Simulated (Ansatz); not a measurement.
Ansatz (a first-principles code) input for Si(H)(NHSiH3)2(Me) (CH12N2Si3), SMILES [SiH3]N[SiH](C)N[SiH3], r2SCAN-D4/def2-SVP. 

Ansatz 0.2 input:
```yaml
crystal:
  periodic: [false, false, false]
  atoms:
    - {symbol: Si, position_ang: [-0.29052137, -0.35835909, 0.90930802]}
    - {symbol: C, position_ang: [-0.12750280, 1.36815186, 1.67045501]}
    - {symbol: N, position_ang: [1.07133590, -0.63773323, -0.11939657]}
    - {symbol: Si, position_ang: [2.69534525, -0.06083719, 0.00167286]}
    - {symbol: N, position_ang: [-1.70264081, -0.55138252, -0.08706843]}
    - {symbol: Si, position_ang: [-2.07459210, 0.20887867, -1.59440974]}
    - {symbol: H, position_ang: [-0.40719628, -1.39581190, 1.94758046]}
    - {symbol: H, position_ang: [-0.93997526, 1.57846415, 2.35957805]}
    - {symbol: H, position_ang: [0.80433529, 1.46209726, 2.21826005]}
    - {symbol: H, position_ang: [-0.13814602, 2.13628311, 0.90267161]}
    - {symbol: H, position_ang: [0.87499456, -1.23956707, -0.90113478]}
    - {symbol: H, position_ang: [3.15947470, -0.24304940, 1.37957210]}
    - {symbol: H, position_ang: [3.48225781, -0.86357579, -0.93637081]}
    - {symbol: H, position_ang: [2.78059659, 1.36206039, -0.35045866]}
    - {symbol: H, position_ang: [-2.49753425, -0.92397845, 0.40394389]}
    - {symbol: H, position_ang: [-3.26900056, -0.48026012, -2.08957661]}
    - {symbol: H, position_ang: [-0.93532847, 0.02150252, -2.49230526]}
    - {symbol: H, position_ang: [-2.35357156, 1.64518072, -1.45123142]}
basis:
  gaussian:
    orbitals: def2-SVP
hamiltonian:
  xc: r2scan
  dispersion: d4
relax: {f_tol: 0.002, max_steps: 200}
```

Log of the run:

```
WARN ansatz: RAYON_NUM_THREADS=2 ignored (pool sized by the plan → 2); use --threads N
Functional definition: r2SCAN
integrals: 0.13 GiB planned
1786 factors; their error is unknown
mean field: 0.65 GiB planned
mean field evaluation 1: about -27817.3372 eV, gradient 8.6e1 eV
mean field evaluation 2: about -27788.5622 eV, gradient 1.3e2 eV
mean field evaluation 4: about -27832.9034 eV, gradient 8.6e0 eV
mean field evaluation 8: about -27833.0853 eV, gradient 4.3e-1 eV
mean field evaluation 16: about -27832.9607 eV, gradient 3.1e-4 eV
mean field -27832.96066113 eV, -1022.8424384383 hartree, gradient 1.3e-5 eV, S^2 0.000000; 0 other end points of the search recorded, 0 dependent functions left out
the calculation of the forces begins
reference -27832.96067508 eV, -1022.8424389507 hartree; 37, 37 occupied and 119, 119 virtual orbitals, 1786 factors
relax step   1: F+E_penalty+E_count = -27833.09334046 eV  Δ(F+E_penalty+E_count) = +0.000e0 eV  max|allowed force component| = 8.889e-1 eV/Å  Δτ_max = 0.0000 Å  (29 SCF iters, accepted)
these checks for a lower state are left out or cut short: starts, cluster_reference, orbital_swaps, neighbouring_geometries, increment
integrals: 0.13 GiB planned
1786 factors; their error is unknown
mean field: 0.64 GiB planned
mean field -27833.09682065 eV, -1022.8474422081 hartree, gradient 2.5e-5 eV, S^2 0.000000; 0 other end points of the search recorded, 0 dependent functions left out
the calculation of the forces begins
reference -27833.09683471 eV, -1022.8474427250 hartree; 37, 37 occupied and 119, 119 virtual orbitals, 1786 factors
[...]
the calculation of the forces begins
reference -27833.15709240 eV, -1022.8496571541 hartree; 37, 37 occupied and 119, 119 virtual orbitals, 1786 factors
relax step  21: F+E_penalty+E_count = -27833.29194604 eV  Δ(F+E_penalty+E_count) = -3.124e-3 eV  max|allowed force component| = 4.854e-2 eV/Å  Δτ_max = 0.0423 Å  (29 SCF iters, accepted)
these checks for a lower state are left out or cut short: starts, cluster_reference, orbital_swaps, neighbouring_geometries, increment
integrals: 0.13 GiB planned
1786 factors; their error is unknown
mean field: 0.65 GiB planned
mean field evaluation 160: about -27833.2797 eV, gradient 8.4e-1 eV
mean field -27833.15746401 eV, -1022.8496708108 hartree, gradient 2.4e-5 eV, S^2 0.000000; 0 other end points of the search recorded, 0 dependent functions left out
the calculation of the forces begins
reference -27833.15747805 eV, -1022.8496713265 hartree; 37, 37 occupied and 119, 119 virtual orbitals, 1786 factors
relax step  22: F+E_penalty+E_count = -27833.29251271 eV  Δ(F+E_penalty+E_count) = -5.667e-4 eV  max|allowed force component| = 1.330e-2 eV/Å  Δτ_max = 0.0255 Å  (30 SCF iters, accepted)
these checks for a lower state are left out or cut short: starts, cluster_reference, orbital_swaps, neighbouring_geometries, increment
integrals: 0.13 GiB planned
1786 factors; their error is unknown
mean field: 0.65 GiB planned
mean field -27833.15757246 eV, -1022.8496747960 hartree, gradient 2.4e-5 eV, S^2 0.000000; 0 other end points of the search recorded, 0 dependent functions left out
the calculation of the forces begins
reference -27833.15758648 eV, -1022.8496753113 hartree; 37, 37 occupied and 119, 119 virtual orbitals, 1786 factors
relax step  23: F+E_penalty+E_count = -27833.29271607 eV  Δ(F+E_penalty+E_count) = -2.034e-4 eV  max|allowed force component| = 8.733e-3 eV/Å  Δτ_max = 0.0189 Å  (30 SCF iters, accepted)
these checks for a lower state are left out or cut short: starts, cluster_reference, orbital_swaps, neighbouring_geometries, increment
integrals: 0.13 GiB planned
1786 factors; their error is unknown
mean field: 0.65 GiB planned
mean field -27833.15755731 eV, -1022.8496742392 hartree, gradient 2.4e-5 eV, S^2 0.000000; 0 other end points of the search recorded, 0 dependent functions left out
the calculation of the forces begins
reference -27833.15757129 eV, -1022.8496747530 hartree; 37, 37 occupied and 119, 119 virtual orbitals, 1786 factors
relax step  24: F+E_penalty+E_count = -27833.29296962 eV  Δ(F+E_penalty+E_count) = -2.535e-4 eV  max|allowed force component| = 2.017e-2 eV/Å  Δτ_max = 0.0551 Å  (29 SCF iters, accepted)
these checks for a lower state are left out or cut short: starts, cluster_reference, orbital_swaps, neighbouring_geometries, increment
integrals: 0.13 GiB planned
1786 factors; their error is unknown
mean field: 0.65 GiB planned
mean field -27833.15754525 eV, -1022.8496737960 hartree, gradient 2.4e-5 eV, S^2 0.000000; 0 other end points of the search recorded, 0 dependent functions left out
the calculation of the forces begins
reference -27833.15755922 eV, -1022.8496743095 hartree; 37, 37 occupied and 119, 119 virtual orbitals, 1786 factors
relax step  25: F+E_penalty+E_count = -27833.29301224 eV  Δ(F+E_penalty+E_count) = -4.262e-5 eV  max|allowed force component| = 1.099e-2 eV/Å  Δτ_max = 0.0113 Å  (30 SCF iters, accepted)
these checks for a lower state are left out or cut short: starts, cluster_reference, orbital_swaps, neighbouring_geometries, increment
integrals: 0.13 GiB planned
1786 factors; their error is unknown
mean field: 0.65 GiB planned
mean field evaluation 192: about -27833.1576 eV, gradient 1.1e-5 eV
mean field -27833.15758699 eV, -1022.8496753300 hartree, gradient 1.1e-5 eV, S^2 0.000000; 0 other end points of the search recorded, 0 dependent functions left out
the calculation of the forces begins
reference -27833.15760096 eV, -1022.8496758433 hartree; 37, 37 occupied and 119, 119 virtual orbitals, 1786 factors
relax step  26: F+E_penalty+E_count = -27833.29307001 eV  Δ(F+E_penalty+E_count) = -5.777e-5 eV  max|allowed force component| = 4.453e-3 eV/Å  Δτ_max = 0.0087 Å  (23 SCF iters, accepted)
these checks for a lower state are left out or cut short: starts, cluster_reference, orbital_swaps, neighbouring_geometries, increment
integrals: 0.13 GiB planned
1786 factors; their error is unknown
mean field: 0.65 GiB planned
mean field -27833.15761370 eV, -1022.8496763117 hartree, gradient 2.4e-5 eV, S^2 0.000000; 0 other end points of the search recorded, 0 dependent functions left out
the calculation of the forces begins
reference -27833.15762766 eV, -1022.8496768247 hartree; 37, 37 occupied and 119, 119 virtual orbitals, 1786 factors
relax step  27: F+E_penalty+E_count = -27833.29310561 eV  Δ(F+E_penalty+E_count) = -3.560e-5 eV  max|allowed force component| = 8.550e-3 eV/Å  Δτ_max = 0.0121 Å  (30 SCF iters, accepted)
these checks for a lower state are left out or cut short: starts, cluster_reference, orbital_swaps, neighbouring_geometries, increment
integrals: 0.13 GiB planned
1786 factors; their error is unknown
mean field: 0.65 GiB planned
mean field -27833.15762990 eV, -1022.8496769068 hartree, gradient 1.3e-5 eV, S^2 0.000000; 0 other end points of the search recorded, 0 dependent functions left out
the calculation of the forces begins
reference -27833.15764385 eV, -1022.8496774198 hartree; 37, 37 occupied and 119, 119 virtual orbitals, 1786 factors
relax step  28: F+E_penalty+E_count = -27833.29312097 eV  Δ(F+E_penalty+E_count) = -1.536e-5 eV  max|allowed force component| = 6.167e-3 eV/Å  Δτ_max = 0.0092 Å  (23 SCF iters, accepted)
these checks for a lower state are left out or cut short: starts, cluster_reference, orbital_swaps, neighbouring_geometries, increment
integrals: 0.13 GiB planned
1786 factors; their error is unknown
mean field: 0.65 GiB planned
mean field -27833.15764647 eV, -1022.8496775161 hartree, gradient 2.1e-5 eV, S^2 0.000000; 0 other end points of the search recorded, 0 dependent functions left out
the calculation of the forces begins
reference -27833.15766043 eV, -1022.8496780290 hartree; 37, 37 occupied and 119, 119 virtual orbitals, 1786 factors
relax step  29: F+E_penalty+E_count = -27833.29313070 eV  Δ(F+E_penalty+E_count) = -9.734e-6 eV  max|allowed force component| = 3.673e-3 eV/Å  Δτ_max = 0.0069 Å  (23 SCF iters, accepted)
these checks for a lower state are left out or cut short: starts, cluster_reference, orbital_swaps, neighbouring_geometries, increment
integrals: 0.13 GiB planned
1786 factors; their error is unknown
mean field: 0.65 GiB planned
mean field -27833.15766092 eV, -1022.8496780468 hartree, gradient 1.7e-5 eV, S^2 0.000000; 0 other end points of the search recorded, 0 dependent functions left out
the calculation of the forces begins
reference -27833.15767487 eV, -1022.8496785597 hartree; 37, 37 occupied and 119, 119 virtual orbitals, 1786 factors
relax step  30: F+E_penalty+E_count = -27833.29313639 eV  Δ(F+E_penalty+E_count) = -5.686e-6 eV  max|allowed force component| = 3.725e-3 eV/Å  Δτ_max = 0.0053 Å  (23 SCF iters, accepted)
these checks for a lower state are left out or cut short: starts, cluster_reference, orbital_swaps, neighbouring_geometries, increment
integrals: 0.13 GiB planned
1786 factors; their error is unknown
mean field: 0.65 GiB planned
mean field evaluation 224: about -27833.1577 eV, gradient 1.1e-5 eV
mean field -27833.15766830 eV, -1022.8496783181 hartree, gradient 1.1e-5 eV, S^2 0.000000; 0 other end points of the search recorded, 0 dependent functions left out
the calculation of the forces begins
reference -27833.15768225 eV, -1022.8496788310 hartree; 37, 37 occupied and 119, 119 virtual orbitals, 1786 factors
relax step  31: F+E_penalty+E_count = -27833.29313964 eV  Δ(F+E_penalty+E_count) = -3.249e-6 eV  max|allowed force component| = 2.897e-3 eV/Å  Δτ_max = 0.0029 Å  (23 SCF iters, accepted)
these checks for a lower state are left out or cut short: starts, cluster_reference, orbital_swaps, neighbouring_geometries, increment
integrals: 0.13 GiB planned
1786 factors; their error is unknown
mean field: 0.65 GiB planned
mean field -27833.15766829 eV, -1022.8496783179 hartree, gradient 7.8e-6 eV, S^2 0.000000; 0 other end points of the search recorded, 0 dependent functions left out
the calculation of the forces begins
reference -27833.15768225 eV, -1022.8496788308 hartree; 37, 37 occupied and 119, 119 virtual orbitals, 1786 factors
relax step  32: F+E_penalty+E_count = -27833.29314144 eV  Δ(F+E_penalty+E_count) = -1.801e-6 eV  max|allowed force component| = 1.182e-3 eV/Å  Δτ_max = 0.0020 Å  (23 SCF iters, accepted)
integrals: 0.13 GiB planned
1786 factors; their error is unknown
mean field: 0.65 GiB planned
mean field -27833.15766829 eV, -1022.8496783179 hartree, gradient 7.6e-6 eV, S^2 0.000000; 1 other end points of the search recorded, 0 dependent functions left out
the calculation of the forces begins
reference -27833.15768225 eV, -1022.8496788308 hartree; 37, 37 occupied and 119, 119 virtual orbitals, 1786 factors
Total energy: -27833.29315540 eV, -1022.8546573771 hartree
Atom 0 at    -0.398643    -0.413796     1.022606 Å, force     0.000828     0.000769     0.000192 eV/Å
Atom 1 at    -0.090487     1.198995     1.919442 Å, force     0.000017    -0.000815     0.000369 eV/Å
Atom 2 at     0.971548    -0.689593    -0.021965 Å, force     0.000155    -0.001021    -0.000755 eV/Å
Atom 3 at     2.442806     0.232407    -0.202267 Å, force    -0.000549    -0.000160     0.000562 eV/Å
Atom 4 at    -1.801141    -0.395972    -0.011246 Å, force    -0.001182    -0.000433     0.000739 eV/Å
Atom 5 at    -1.790237     0.074836    -1.690333 Å, force     0.000137    -0.000127    -0.000078 eV/Å
Atom 6 at    -0.608870    -1.508734     2.023000 Å, force    -0.000128     0.000141     0.000154 eV/Å
Atom 7 at    -0.935092     1.427949     2.589275 Å, force    -0.000154     0.000039    -0.000176 eV/Å
Atom 8 at     0.821681     1.159975     2.538384 Å, force    -0.000024     0.000060    -0.000180 eV/Å
Atom 9 at     0.007915     2.038277     1.211538 Å, force     0.000067     0.000439    -0.000190 eV/Å
Atom 10 at     0.950324    -1.559029    -0.553469 Å, force     0.000287     0.000685     0.000164 eV/Å
Atom 11 at     3.284250     0.246255     1.036628 Å, force     0.000081    -0.000029    -0.000364 eV/Å
Atom 12 at     3.231988    -0.396478    -1.302086 Å, force     0.000125     0.000011     0.000028 eV/Å
Atom 13 at     2.159918     1.657301    -0.553152 Å, force    -0.000080    -0.000031     0.000035 eV/Å
Atom 14 at    -2.687661    -0.718910     0.368890 Å, force     0.000339     0.000281    -0.000725 eV/Å
Atom 15 at    -3.208896     0.276765    -2.114669 Å, force     0.000119    -0.000028     0.000120 eV/Å
Atom 16 at    -1.184384    -0.949812    -2.600351 Å, force     0.000086     0.000162     0.000105 eV/Å
Atom 17 at    -1.032689     1.347628    -1.889135 Å, force    -0.000124     0.000056     0.000001 eV/Å
Dipole moment:    -0.149096    -0.118428     0.133180 e Å
```

The run converged.

Cost: about 5 core-minutes (a rough figure).
